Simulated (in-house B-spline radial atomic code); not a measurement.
Atomic self-consistent-field run: Tm IV (Tm3+) (with a hole in an inner shell). Level of theory: Dirac-Kohn-Sham relativistic LDA, spherical fractional occupations, Fermi nucleus of rms radius 5.2256 fm; calculated with a radial B-spline atomic code at the basis-set limit.

In the input, a minus or plus after the letter marks the j = l - 1/2 or j = l + 1/2 subshell.

Command:
```bash
python run_scf.py task.json out
```
Settings (nuclear radius in fm, mass in u):
```
Z                69
configuration    1s2 2s2 2p6 3s2 3p6 3d-3 3d+6 4s2 4p6 4d10 4f13 5s2 5p6
hamiltonian      dirac
method           lda_x_rel,vwn
spin_polarised   False
nucleus          fermi
rms_radius       5.2256
atomic_mass      168.93422
speed_of_light   137.035999084
```

Output (hartree, bohr):
```
 radial grid: 72 intervals, B-splines of order 8, outer radius 39.1892 bohr

 iter        energy (Eh)    residual
    1      -13484.318025    6.34e-01
    2      -13476.705952    9.06e-01
    3      -13489.218556    3.22e-01
    4      -13490.466867    1.67e-01
    5      -13483.516274    5.04e-01
    6      -13491.175984    2.42e-02
    7      -13491.194882    7.88e-03
    8      -13491.197231    3.00e-04
    9      -13491.197233    6.63e-06
   10      -13491.197233    1.01e-06
   11      -13491.197233    3.16e-08

 total energy                    -13491.19723
 kinetic                           14886.6973
 electron-nucleus                 -33320.5258
 Hartree                            5193.0004
 exchange-correlation               -250.3691

 first-order corrections (not in the total)
   Gaunt                            14.8447
   retardation                      -1.5727
   frequency dependence             -0.2273
   self-energy                      10.6516
   Uehling                          -1.8514
   Wichmann-Kroll                    0.0660
   recoil                            0.0278

 orbital      occ     eigenvalue          <r>       <r^2>       <1/r>       <r^4>     <1/r^3>       r_max    small
 1s1/2      2.000     -2164.6856    0.0200994 0.000553233     78.7095 8.21312e-07           -     0.01267  6.63e-02
 2s1/2      2.000      -368.4136    0.0845719  0.00850878     18.9882 0.000125719           -     0.07235  1.49e-02
 2p1/2      2.000      -351.7773    0.0702674  0.00611981     18.9652 7.65461e-05           -     0.05419  1.50e-02
 2p3/2      4.000      -316.1648    0.0776045  0.00732873     16.3859 0.000105219     12735.6     0.06049  1.37e-02
 3s1/2      2.000       -84.4963     0.220262   0.0555782     6.99417  0.00466358           -      0.2036  4.87e-03
 3p1/2      2.000       -77.1585     0.209697   0.0511904     6.91764  0.00414533           -       0.191  4.82e-03
 3p3/2      4.000       -69.5368     0.223343   0.0578528     6.25268  0.00524763     2916.57       0.204  4.46e-03
 3d3/2      3.000       -57.0093     0.195976   0.0451115     6.14832  0.00360664     486.437      0.1602  4.35e-03
 3d5/2      6.000       -55.3239       0.2002   0.0469449     5.98628  0.00387851     423.692      0.1639  4.25e-03
 4s1/2      2.000       -17.5645     0.495293    0.277334     2.94117    0.112111           -      0.4627  1.59e-03
 4p1/2      2.000       -14.5689     0.502405    0.287739     2.83706    0.124165           -      0.4633  1.51e-03
 4p3/2      4.000       -12.8252     0.534123     0.32493     2.60164     0.15839     654.522      0.4911  1.37e-03
 4d3/2      4.000        -7.8615        0.557    0.360551     2.39131    0.212387     96.2306      0.4898  1.19e-03
 4d5/2      6.000        -7.5383     0.568188    0.375053      2.3331    0.229985     82.1832      0.4988  1.15e-03
 4f5/2      5.571        -1.4249     0.714467    0.663137     1.82502     1.18107     13.6135      0.4741  7.56e-04
 4f7/2      7.429        -1.3727     0.727321    0.689378     1.79718     1.29011     12.9949      0.4793  7.38e-04
 5s1/2      2.000        -3.0809       1.2059      1.6355     1.10915     3.96115           -       1.079  3.29e-04
 5p1/2      2.000        -2.2398      1.34026     2.03516    0.985196     6.35138           -       1.169  2.64e-04
 5p3/2      4.000        -2.0086       1.4383     2.34245    0.906114     8.40487     88.7814       1.253  2.31e-04
```

Cost of the run: 1.2 s on 1 thread of Arm Neoverse V1, with other jobs on the host.

For the Dirac Hamiltonian the kinetic term is c α·p + (β - 1)c².
